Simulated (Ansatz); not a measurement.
```yaml
crystal:
  periodic: [false, false, false]
  atoms:
    - {symbol: F, position_ang: [0.645515, -1.171817, 1.133060]}
    - {symbol: Sn, position_ang: [-0.536886, -0.027422, 0.134114]}
    - {symbol: F, position_ang: [0.367004, 1.709670, 0.390998]}
    - {symbol: H, position_ang: [-0.420614, -0.459706, -1.485489]}
basis:
  gaussian: {orbitals: def2-TZVP}
magnetization: {spin_polarized: true, initial_magnetization: 1}
hamiltonian: {xc: {name: B97}}
relax: {f_tol: 0.0001, max_steps: 3}
```

```sh
$ ansatz run in.yaml --threads 2 --pin off --events-out ev --progress --plain --max-ram 32768MiB --backend cpu
```

It prints (some lines left out):

```
Functional definition: B97
788 factors; their error is unknown
mean field evaluation 1: about -11278.3314 eV, gradient 4.0e1 eV
mean field evaluation 2: about -11246.4194 eV, gradient 1.1e2 eV
mean field evaluation 4: about -11283.2926 eV, gradient 7.6e0 eV
mean field evaluation 8: about -11283.5389 eV, gradient 1.5e-1 eV
mean field evaluation 16: about -11283.5390 eV, gradient 2.1e-5 eV
mean field -11283.53901774 eV, -414.6624106444 hartree, gradient 2.1e-5 eV, S^2 0.753175; 0 other end points of the search recorded, 0 dependent functions left out
reference -11283.53904750 eV, -414.6624117382 hartree; 21, 20 occupied and 97, 98 virtual orbitals, 788 factors
relax step   1: F+E_penalty+E_count = -11283.53901774 eV  Δ(F+E_penalty+E_count) = +0.000e0 eV  max|allowed force component| = 1.088e0 eV/Å  Δτ_max = 0.0000 Å  (31 SCF iters, accepted)
788 factors; their error is unknown
mean field -11283.59643675 eV, -414.6645207542 hartree, gradient 1.6e-5 eV, S^2 0.754200; 0 other end points of the search recorded, 0 dependent functions left out
reference -11283.59646581 eV, -414.6645218222 hartree; 21, 20 occupied and 97, 98 virtual orbitals, 788 factors
relax step   2: F+E_penalty+E_count = -11283.59643675 eV  Δ(F+E_penalty+E_count) = -5.742e-2 eV  max|allowed force component| = 1.467e-1 eV/Å  Δτ_max = 0.0616 Å  (36 SCF iters, accepted)
788 factors; their error is unknown
mean field -11283.59812844 eV, -414.6645829226 hartree, gradient 1.6e-5 eV, S^2 0.753994; 0 other end points of the search recorded, 0 dependent functions left out
reference -11283.59815768 eV, -414.6645839971 hartree; 21, 20 occupied and 97, 98 virtual orbitals, 788 factors
relax step   3: F+E_penalty+E_count = -11283.59812844 eV  Δ(F+E_penalty+E_count) = -1.692e-3 eV  max|allowed force component| = 2.484e-2 eV/Å  Δτ_max = 0.0089 Å  (35 SCF iters, accepted)
Error: geometry relaxation did not converge after 3 steps: max|allowed force component| = 2.48e-2 eV/Å (threshold 1.0e-4). Raise `relax.max_steps` over both its present limit and 3, loosen `relax.f_tol`, or start from a geometry closer to equilibrium. Where this run's directory can be resumed (`checkpoint.write`), a resume goes on for up to `relax.max_steps` more
```

Question: What is wrong with this run?

Answer: The relaxation is allowed too few steps for its threshold. No converged result was reached.
